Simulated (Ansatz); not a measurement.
Single points on GaCl2(NH2) (GaNCl2H2).

```yaml
crystal:
  periodic: [false, false, false]
  atoms:
    - {symbol: Ga, position_ang: [0.362086, 0.619791, 0.011275]}
    - {symbol: Cl, position_ang: [2.468975, 0.637979, 0.345385]}
    - {symbol: Cl, position_ang: [-0.651656, 2.472740, -0.288468]}
    - {symbol: N, position_ang: [-0.540742, -0.923076, -0.009441]}
    - {symbol: H, position_ang: [-1.537007, -0.981769, -0.174685]}
    - {symbol: H, position_ang: [-0.101656, -1.825656, 0.115934]}
basis:
  gaussian: {orbitals: def2-TZVP, initial_orbitals: start.molden}
hamiltonian: {xc: {text: "exchange = 0.90*pbe_x + 0.10*exact_x\ncorrelation = pbe_c"}}
scf: {omitted_lower_state_checks: [starts]}
output: {orbitals: {seedname: orbitals}}
```

The file start.molden holds the orbitals of an earlier run on this structure, at another level or in another basis.

```sh
$ ansatz run in.yaml --threads 4 --pin off --events-out ev --progress --plain --max-ram 3916MiB
```

It prints (some lines left out):

```
Functional definition: unnamed
1146 factors; their error is unknown
mean field evaluation 1: about -78932.2158 eV, gradient 8.6e0 eV
mean field evaluation 2: about -78932.2628 eV, gradient 6.8e-2 eV
mean field evaluation 4: about -78932.3610 eV, gradient 8.3e-5 eV
mean field -78932.36101806 eV, -2900.7107651379 hartree, gradient 9.6e-6 eV, S^2 0.000000; 0 other end points of the search recorded, 0 dependent functions left out
reference -78932.36105207 eV, -2900.7107663875 hartree; 37, 37 occupied and 128, 128 virtual orbitals, 1146 factors
Total energy: -78932.36105207 eV, -2900.7107663875 hartree
Checks for a lower state left out: starts
```

Run time 1.9 s (4 threads of Arm Neoverse V1 on a shared host).

The first input with `gaussian: {orbitals: def2-SVP, initial_orbitals: start.molden}`, `hamiltonian: {xc: pbe0, dispersion: d4}` (abridged; 0.95 s):

```
Functional definition: PBE0
mean field -78917.15152942 eV, -2900.1518267397 hartree, gradient 2.5e-5 eV, S^2 0.000000
Total energy: -78917.28818792 eV, -2900.1568488467 hartree
Checks for a lower state left out: starts
```

First input, but with `hamiltonian: {xc: lda}` (abridged; 0.75 s):

```
Functional definition: SPW92
mean field -78775.52985625 eV, -2894.9473262451 hartree, gradient 7.8e-5 eV, S^2 0.000000
Total energy: -78775.52989143 eV, -2894.9473275382 hartree
Checks for a lower state left out: starts
```

First input, but with `hamiltonian: {xc: {name: PBE-QIDH}}` and without the key `output` (abridged; 3.1 s):

```
Functional definition: PBE-QIDH
mean field -78912.28159791 eV, -2899.9728600577 hartree, gradient 1.8e-6 eV, S^2 0.000000
20 core orbitals not correlated: weight in the atoms' cores, before any rotation towards them, 1.000 or more for the frozen orbitals, at most 0.000 for the correlated occupied ones
second order -24.44777140 eV of doubles, -0.00000000 eV of singles
Total energy: -78920.43086666 eV, -2900.2723401603 hartree
Checks for a lower state left out: starts
```

First input, but with `hamiltonian: {xc: {text: "exchange = 0.50*pbe_x + 0.50*exact_x\ncorrelation = pbe_c"}}` (abridged; 2 s):

```
Functional definition: unnamed
mean field -78937.78949363 eV, -2900.9102579356 hartree, gradient 1.2e-5 eV, S^2 0.000000
Total energy: -78937.78951257 eV, -2900.9102586313 hartree
Checks for a lower state left out: starts
```

The first input with `hamiltonian: {xc: r2scan, dispersion: d4}` (abridged; 3 s):

```
Functional definition: r2SCAN
mean field -78948.45076863 eV, -2901.3020525651 hartree, gradient 7.1e-6 eV, S^2 0.000000
Total energy: -78948.48719910 eV, -2901.3033913603 hartree
Checks for a lower state left out: starts
```

The first input with `hamiltonian: {xc: pbe, dispersion: d4}`, `output: {forces: true, orbitals: {seedname: orbitals}}` (abridged; 1.5 s):

```
Functional definition: PBE
mean field -78931.10850740 eV, -2900.6647362200 hartree, gradient 2.0e-5 eV, S^2 0.000000
Total energy: -78931.26732008 eV, -2900.6705724784 hartree
Atom 0 force     0.147547     0.251332     0.002019 eV/Å
Atom 1 force     0.127569    -0.000347     0.020242 eV/Å
Atom 2 force    -0.062682     0.111347    -0.018153 eV/Å
Atom 3 force    -0.210219    -0.352901    -0.001708 eV/Å
Atom 4 force    -0.069739     0.036432    -0.015394 eV/Å
Atom 5 force     0.067524    -0.045863     0.012994 eV/Å
Dipole moment:    -0.282471    -0.485733    -0.015566 e Å
Checks for a lower state left out: starts
```

Geometry: PBE0-D4/def2-SVP.

Correlated methods freeze 20 core orbitals; core or outer-core shells of Ga are correlated, in sets that lack core-valence functions.
